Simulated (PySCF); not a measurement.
Calculated properties of `O=C[SiH2]C#C[C@@H]([SiH2]C)F`

C5H9FOSi2.
Cartesian coordinates in Å at the GFN2-xTB level; atoms count from 1:
```xyz
18
C5H9FOSi2 angstrom
C     -2.6036   -1.1195    0.1969
Si    -2.3909    0.7488   -0.0323
C     -1.1202    1.0041   -1.4785
F     -0.9467    2.3769   -1.6556
C      0.1422    0.3749   -1.1920
C      1.1999   -0.1339   -0.9059
Si     2.8123   -0.9097   -0.4660
C      3.6765    0.3953    0.6497
O      4.0982    0.1686    1.7549
H     -1.6652   -1.5894    0.4801
H     -2.9507   -1.6022   -0.7130
H     -3.3284   -1.3320    0.9759
H     -1.8259    1.3952    1.1525
H     -3.6273    1.4058   -0.4678
H     -1.5105    0.6343   -2.4350
H      2.6066   -2.1442    0.2889
H      3.6426   -1.0883   -1.6619
H      3.7824    1.4216    0.2326
```

Some functional groups and rings: alkyne, C–F bond, Si–H bond and C–Si bond.

**GFN2-xTB geometry**

```
Point group of the GFN2-xTB geometry                  : C1
Rotational constants A, B, C of the GFN2-xTB geometry : 1.741, 0.441, 0.411 GHz
```

**PBE0/pcSseg-1 ground state and GIAO shieldings, non-relativistic (PySCF)**

```
Dipole moment                                               : 3.26 D
HOMO energy                                                 : -7.00 eV
LUMO energy                                                 : -1.57 eV
HOMO–LUMO gap                                               : 5.43 eV
Lowest Hirshfeld atomic charge                              : -0.21 e on C1/O9
Highest Hirshfeld atomic charge                             : +0.36 e on Si2/Si7
13C chemical shifts (computed TMS as zero) by class         : 239.5 (C8), 117.0 (C5), 93.4 (C6), 80.7 (C3), -8.6 (C1) ppm
1H chemical shifts (computed TMS as zero) by class          : 12.11 (H18), 5.55 (H15), 4.70 (H17), 4.43 (H14), 4.26 (H13), 4.26 (H16), 0.23 (H10/H11/H12) ppm
Isotropic shieldings of nuclei other than C and H, by class : -605 (O9), 422 (F4), 386 (Si2), 432 (Si7) ppm
Mayer bond orders between heavy atoms                       : C1–Si2 0.96, Si2–C3 0.82, C3–F4 0.86, C3–C5 1.04, C5–C6 2.45, C6–Si7 1.01, Si7–C8 0.83, C8–O9 1.95
```

Monoisotopic mass from the formula: 160.0176 u.

The dipole equals about 10.9 × 10⁻³⁰ C·m (1 D = 3.33564 × 10⁻³⁰ C·m). The rotational constants make it an asymmetric top with κ = (2B − A − C)/(A − C) = -0.96, nearer the prolate limit (−1). With B = h/(8π²I), that is 505.379 GHz u Å² over I, the principal moments of inertia are 290.3, 1147.2 and 1228.4 u Å² (most abundant isotopes); the inertial defect Ic − Ia − Ib is -209.1 u Å² (zero for a rigid planar frame, negative otherwise).

The structure is a single GFN2-xTB conformer in the gas phase; no vibrational or solvent corrections. NMR classes are plain means over equivalent atoms (diastereotopic ones count apart unless rotation or inversion swaps them), as if these changed places fast; in this geometry the members of some classes differ.

For the NMR shielding job (PBE0/pcSseg-1), on an Arm Neoverse V2 with one thread, no GPU, shared host with 96 logical CPUs at a one-minute load of 51, this took 41 s of wall time and 0.94 GiB of memory at its peak.
